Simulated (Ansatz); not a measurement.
Consider the substitution at a C–Se bond: `[AlH2]/[N]=C\[SeH]` + H₂S → `[AlH2]/[N]=C\S` + H₂Se.

Isolated molecules relaxed with PBE0-D4/def2-TZVP in Ansatz; ΔE leaves out vibrations. CBS: MP2 limit from def2 TZ/QZ plus the TZ coupled-cluster correction, frozen cores. This one scheme is used for every species. Double bonds are as drawn, so ΔE can hold a change between cis and trans. DFT in def2-TZVPP. B3LYP here is the variant with VWN-RPA as its local correlation; programs differ in this. HSE06 is defined as in plane-wave codes. For Se outer-core shells are correlated without core-valence functions, which leaves a few kJ/mol of doubt a bond. Scalar relativity is left out up to krypton. Each species was taken in one conformer, which may not be the lowest.

`[AlH2]/[N]=C\[SeH]`:

Cartesian coordinates in Å:
```
Al -0.663 -1.637 1.021
N -0.017 -0.162 0.332
C 0.420 0.861 -0.202
Se 0.223 1.241 -2.085
H 0.288 -2.897 1.058
H -2.141 -1.592 1.575
H 0.960 1.658 0.323
H 0.929 2.528 -2.022
```

H₂S:

Cartesian coordinates in Å:
```
S -0.349 -0.511 -0.014
H 0.947 -0.279 0.237
H -0.598 0.790 -0.223
```

`[AlH2]/[N]=C\S`:

```xyz
8

Al    0.904    1.739   -0.398
N     0.142    0.172   -0.258
C    -0.409   -0.923   -0.083
S    -1.031   -1.456    1.490
H     2.466    1.814   -0.179
H    -0.018    2.968   -0.768
H    -0.566   -1.666   -0.876
H    -1.487   -2.648    1.072
```

H₂Se:

Cartesian coordinates in Å:
```
Se 0.316 0.194 -0.575
H 0.482 -0.924 0.361
H -0.798 0.730 0.214
```

**Question.** Is it downhill or uphill in electronic energy at CCSD(T)/CBS, and by how much? (An estimate is asked.)

**Answer.** Computed: Nearly level: ΔE = +0.01 eV.

**Question.** What do these levels give: LDA (SPW92), PBE-D4, BLYP-D4, PBE0-D4, B3LYP-D4, HSE06-D4, BLYP, B3LYP, HSE06, CAM-B3LYP, HF/def2-QZVPP, CCSD/CBS(def2)? (An estimate is asked.)

**Answer.** The calculation gave: LDA (SPW92) -0.04, PBE-D4 0.00, BLYP-D4 0.02, PBE0-D4 -0.02, B3LYP-D4 0.01, HSE06-D4 -0.01, BLYP 0.01, B3LYP 0.00, HSE06 -0.02, CAM-B3LYP -0.03, HF/def2-QZVPP -0.03, CCSD/CBS(def2) 0.00 eV.

Largest T1 diagnostic among the species: 0.015.

At CCSD(T), def2-SVP lies −0.06 eV from the extrapolated value and def2-TZVPP +0.02 eV. From BLYP to BHLYP (50 % exact exchange), in def2-TZVPP and without D4, ΔE moves by −0.03 eV.
